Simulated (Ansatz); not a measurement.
Ansatz (an electronic-structure program) input (CCSD(T)/aug-cc-pVDZ):

Ansatz 0.2 input:
```yaml
crystal:
  periodic: [false, false, false]
  atoms:
    - {symbol: B, position_ang: [0.00294040, -0.00133337, 0.00410137]}
    - {symbol: C, position_ang: [1.53003665, -0.27155343, -0.24603334]}
    - {symbol: C, position_ang: [-0.53645449, 1.47330395, 0.06421031]}
    - {symbol: C, position_ang: [-0.99216009, -1.20294843, 0.18365569]}
    - {symbol: H, position_ang: [1.77655645, 0.06856507, -1.26107031]}
    - {symbol: H, position_ang: [1.83648543, -1.31597171, -0.16580652]}
    - {symbol: H, position_ang: [2.15891229, 0.33393360, 0.41465664]}
    - {symbol: H, position_ang: [0.23012744, 2.24974902, 0.08548387]}
    - {symbol: H, position_ang: [-1.20888253, 1.61864053, 0.91625848]}
    - {symbol: H, position_ang: [-1.16218604, 1.64687369, -0.82143973]}
    - {symbol: H, position_ang: [-2.05041905, -0.94231810, 0.12205085]}
    - {symbol: H, position_ang: [-0.78433510, -2.02503083, -0.50759852]}
    - {symbol: H, position_ang: [-0.81949333, -1.62058683, 1.18596252]}
basis:
  gaussian:
    orbitals: aug-cc-pVDZ
magnetization: {spin_polarized: false}
correlation: {method: ccsd_t, electrons: outside_noble_gas}
output: {forces: true}
```

End of the output:

```
integrals: 0.65 GiB planned
1697 factors; integrals over basis functions are off by at most 6.8e-4 eV
mean field: 0.75 GiB planned
mean field evaluation 1: about -3901.3288 eV, gradient 4.3e1 eV
mean field evaluation 2: about -3901.3289 eV, gradient 4.3e1 eV
mean field evaluation 4: about -3906.3854 eV, gradient 3.2e0 eV
mean field evaluation 8: about -3906.4369 eV, gradient 2.1e-2 eV
mean field evaluation 16: about -3906.4368 eV, gradient 2.1e-2 eV
mean field -3906.43685480 eV, -143.5589065358 hartree, gradient 3.8e-6 eV, S^2 0.000000; 0 other end points of the search recorded, 0 dependent functions left out
4 core orbitals not correlated
reference -3906.43685480 eV, -143.5589065358 hartree; 12, 12 occupied and 157, 157 virtual orbitals, 1697 factors
densities: 4.03 GiB planned
second order -14.77192306 eV of doubles, -0.00000000 eV of singles
coupled cluster: 2.00 GiB planned
cycle   1  -15.93725124 eV  change    -1.2e0 eV  update   7.9e-2
cycle   2  -16.35282484 eV  change   -4.2e-1 eV  update   2.3e-2
cycle   3  -16.40216498 eV  change   -4.9e-2 eV  update   7.8e-3
cycle   4  -16.40131055 eV  change    8.5e-4 eV  update   2.0e-3
cycle   5  -16.40073836 eV  change    5.7e-4 eV  update   6.3e-4
cycle   6  -16.40063993 eV  change    9.8e-5 eV  update   1.9e-4
cycle   7  -16.40060680 eV  change    3.3e-5 eV  update   6.0e-5
cycle   8  -16.40060126 eV  change    5.5e-6 eV  update   2.0e-5
cycle   9  -16.40059418 eV  change    7.1e-6 eV  update   5.9e-6
perturbative correction -0.51064102 eV, -0.0187657113 hartree
the calculation of the forces begins
Total energy: -3923.34808999 eV, -144.1803829663 hartree
Atom 0 at     0.002940    -0.001333     0.004101 Å, force     0.000964     0.000692     0.002990 eV/Å
Atom 1 at     1.530037    -0.271553    -0.246033 Å, force     0.005266    -0.037492     0.034332 eV/Å
Atom 2 at    -0.536454     1.473304     0.064210 Å, force     0.042042     0.016254     0.026308 eV/Å
Atom 3 at    -0.992160    -1.202948     0.183656 Å, force    -0.036796     0.013253    -0.046023 eV/Å
Atom 4 at     1.776556     0.068565    -1.261070 Å, force     0.094172     0.145157    -0.433099 eV/Å
Atom 5 at     1.836485    -1.315972    -0.165807 Å, force     0.134148    -0.464126     0.033443 eV/Å
Atom 6 at     2.158912     0.333934     0.414657 Å, force     0.269839     0.264692     0.286448 eV/Å
Atom 7 at     0.230127     2.249749     0.085484 Å, force     0.340409     0.344988     0.010632 eV/Å
Atom 8 at    -1.208883     1.618641     0.916258 Å, force    -0.290695     0.059457     0.370191 eV/Å
Atom 9 at    -1.162186     1.646874    -0.821440 Å, force    -0.264571     0.064111    -0.382302 eV/Å
Atom 10 at    -2.050419    -0.942318     0.122051 Å, force    -0.467670     0.117030    -0.027590 eV/Å
Atom 11 at    -0.784335    -2.025031    -0.507599 Å, force     0.092103    -0.357214    -0.299751 eV/Å
Atom 12 at    -0.819493    -1.620587     1.185963 Å, force     0.080790    -0.166800     0.424423 eV/Å
Dipole moment:    -0.001921     0.001076    -0.002458 e Å
```
